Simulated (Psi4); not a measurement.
C$_{5}$H$_{7}$Br (SMILES C=C(C)/C=C\Br), singlet, geometry from GFN2-xTB; R2SCAN/def2-SVP in Psi4 1.11.

Here is a job for Psi4.
```
memory 2 GB

molecule mol {
0 1
C    -2.198519    1.434328   -1.903133
C    -1.399771    0.754653   -1.076166
C    -1.926235   -0.386306   -0.263066
C    -0.004596    1.152137   -0.986216
C     1.015483    0.682927   -0.270978
Br    1.031469   -0.753067    0.961376
H    -1.840091    2.258315   -2.497051
H    -3.240052    1.186706   -2.012260
H    -1.800299   -0.192806    0.800683
H    -1.398627   -1.307553   -0.503481
H    -2.984458   -0.531863   -0.464575
H     0.248011    1.991498   -1.625867
H     1.995917    1.126602   -0.348247
}

set {
  basis def2-svp
  reference rks
}

energy('r2scan')
print_variables()
```

**Question.** Predict the main parts of the log of this Psi4 run.

**Answer.** 
```
   => Loading Basis Set <=

    Name: DEF2-SVP
    Role: ORBITAL
    Keyword: BASIS

         ---------------------------------------------------------
                                   SCF
               by Justin Turney, Rob Parrish, Andy Simmonett
                          and Daniel G. A. Smith
                              RKS Reference
         ---------------------------------------------------------

  ==> Geometry <==

    Molecular point group: c1
    Full point group: C1

    Geometry (in Angstrom), charge = 0, multiplicity = 1:

       Center              X                  Y                   Z               Mass
    ------------   -----------------  -----------------  -----------------  -----------------
         C           -2.322843163278     1.511133749317    -2.007074381575    12.000000000000
         C           -1.524095163278     0.831458749317    -1.180107381575    12.000000000000
         C           -2.050559163278    -0.309500250683    -0.367007381575    12.000000000000
         C           -0.128920163278     1.228942749317    -1.090157381575    12.000000000000
         C            0.891158836722     0.759732749317    -0.374919381575    12.000000000000
         BR           0.907144836722    -0.676261250683     0.857434618425    78.918337600000
         H           -1.964415163278     2.335120749317    -2.600992381575     1.007825032230
         H           -3.364376163278     1.263511749317    -2.116201381575     1.007825032230
         H           -1.924623163278    -0.116000250683     0.696741618425     1.007825032230
         H           -1.522951163278    -1.230747250683    -0.607422381575     1.007825032230
         H           -3.108782163278    -0.455057250683    -0.568516381575     1.007825032230
         H            0.123686836722     2.068303749317    -1.729808381575     1.007825032230
         H            1.871592836722     1.203407749317    -0.452188381575     1.007825032230

  Running in c1 symmetry.

  Rotational constants: A =      0.20606  B =      0.03821  C =      0.03243 [cm^-1]
  Rotational constants: A =   6177.48925  B =   1145.59565  C =    972.20019 [MHz]
  Nuclear repulsion =  374.030527799532933

  Charge       = 0
  Multiplicity = 1
  Electrons    = 72
  Nalpha       = 36
  Nbeta        = 36

  ==> Algorithm <==

  SCF Algorithm Type is DF.
  DIIS enabled.
  MOM disabled.
  Fractional occupation disabled.
  Guess Type is SAD.
  Energy threshold   = 1.00e-06
  Density threshold  = 1.00e-06
  Integral threshold = 1.00e-12

  ==> Primary Basis <==

  Basis Set: DEF2-SVP
    Blend: DEF2-SVP
    Number of shells: 63
    Number of basis functions: 137
    Number of Cartesian functions: 145
    Spherical Harmonics?: true
    Max angular momentum: 2

  ==> DFT Potential <==

   => LibXC <=

    Version 7.1.2
    S. Lehtola, C. Steigemann, M. J. T. Oliveira, and M. A. L. Marques,  SoftwareX 7, 1–5 (2018) (10.1016/j.softx.2017.11.002)

   => Composite Functional: R2SCAN <=

    r2SCAN Meta-GGA XC Functional  (0.1021/acs.jpclett.0c02405)
    J. W. Furness, A. D. Kaplan, J. Ning, J. P. Perdew, J. Sun  J. Phys. Chem. Lett.  11, 8208–8215, 2020

    Deriv               =              1
    GGA                 =           TRUE
    Meta                =           TRUE

    Exchange Hybrid     =          FALSE
    MP2 Hybrid          =          FALSE

   => Exchange Functionals <=

    1.0000   XC_MGGA_X_R2SCAN

   => Correlation Functionals <=

    1.0000   XC_MGGA_C_R2SCAN

   => LibXC Density Thresholds  <==

    XC_MGGA_C_R2SCAN:  1.00E-15
    XC_MGGA_X_R2SCAN:  1.00E-11

   => Molecular Quadrature <=

    Radial Scheme          =       TREUTLER
    Pruning Scheme         =           NONE
    Nuclear Scheme         =       TREUTLER

    Blocking Scheme        =         OCTREE
    BS radius alpha        =              1
    Pruning alpha          =              1
    Radial Points          =             75
    Spherical Points       =            302
[...]

    J tasked:                   Yes
    K tasked:                    No
    wK tasked:                   No
    Algorithm:                 Core
    Schwarz Cutoff:           1E-12
    Mask sparsity (%):       6.1165
    Fitting Condition:        1E-10

   => Auxiliary Basis Set <=

  Basis Set: (DEF2-SVP AUX)
    Blend: DEF2-UNIVERSAL-JKFIT
    Number of shells: 227
    Number of basis functions: 767
    Number of Cartesian functions: 956
    Spherical Harmonics?: true
    Max angular momentum: 5

  Minimum eigenvalue in the overlap matrix is 1.3948338673E-03.
  Reciprocal condition number of the overlap matrix is 2.2868755454E-04.
    Using symmetric orthogonalization.

  ==> Pre-Iterations <==

  SCF Guess: Superposition of Atomic Densities via on-the-fly atomic UHF (no occupation information).

   -------------------------
    Irrep   Nso     Nmo
   -------------------------
     A        137     137
   -------------------------
    Total     137     137
   -------------------------

  ==> Iterations <==

                           Total Energy        Delta E     RMS |[F,P]|

   @DF-RKS iter SAD: -2766.40095022286050   -2.76640e+03   0.00000e+00
   @DF-RKS iter   1: -2767.54037451720478   -1.13942e+00   1.16747e-02 ADIIS/DIIS
   @DF-RKS iter   2: -2767.27007076382552    2.70304e-01   1.18093e-02 ADIIS/DIIS
   @DF-RKS iter   3: -2768.19061525818915   -9.20544e-01   2.80907e-03 ADIIS/DIIS
   @DF-RKS iter   4: -2768.26509712283496   -7.44819e-02   9.31883e-04 ADIIS/DIIS
   @DF-RKS iter   5: -2768.27169448494897   -6.59736e-03   5.05972e-04 ADIIS/DIIS
   @DF-RKS iter   6: -2768.27401980755349   -2.32532e-03   1.60700e-04 ADIIS/DIIS
   @DF-RKS iter   7: -2768.27429366554634   -2.73858e-04   4.21387e-05 DIIS
   @DF-RKS iter   8: -2768.27431120114989   -1.75356e-05   1.38404e-05 DIIS
   @DF-RKS iter   9: -2768.27431339535224   -2.19420e-06   4.29783e-06 DIIS
   @DF-RKS iter  10: -2768.27431358054218   -1.85190e-07   6.86577e-07 DIIS
  Energy and wave function converged.

  ==> Post-Iterations <==

   Electrons on quadrature grid:
      Ntotal   =   72.0000073014 ; deviation = 7.301e-06

    Orbital Energies [Eh]
    ---------------------

    Doubly Occupied:

[...]
    Virtual:

[...]
    Final Occupation by Irrep:
              A
    DOCC [    36 ]
    NA   [    36 ]
    NB   [    36 ]

  @DF-RKS Final Energy: -2768.27431358054218

   => Energetics <=

    Nuclear Repulsion Energy =            374.0305277995329334
    One-Electron Energy =               -4586.4152680930019415
    Two-Electron Energy =                1565.0169879021079851
    DFT Exchange-Correlation Energy =    -120.9065611891809624
    Empirical Dispersion Energy =           0.0000000000000000
    VV10 Nonlocal Energy =                  0.0000000000000000
    Total Energy =                      -2768.2743135805421844

Computation Completed

Properties will be evaluated at   0.000000,   0.000000,   0.000000 [a0]

Properties computed using the SCF density matrix

 Multipole Moments:

 ------------------------------------------------------------------------------------
     Multipole            Electronic (a.u.)      Nuclear  (a.u.)        Total (a.u.)
 ------------------------------------------------------------------------------------

 L = 1.  Multiply by 2.5417464519 to convert [e a0] to [Debye]
 Dipole X            :         16.7748884          -16.9156033           -0.1407149
 Dipole Y            :        -10.1780088           10.4501892            0.2721803
 Dipole Z            :         13.8662907          -14.1422785           -0.2759878
 Magnitude           :                                                    0.4123737

 ------------------------------------------------------------------------------------

  Variable Map:
  ----------------------------------------------------------------------------
[...]
  Array Variable Map:
  ----------------------------------------------------------------------------
[...]
[...]
```
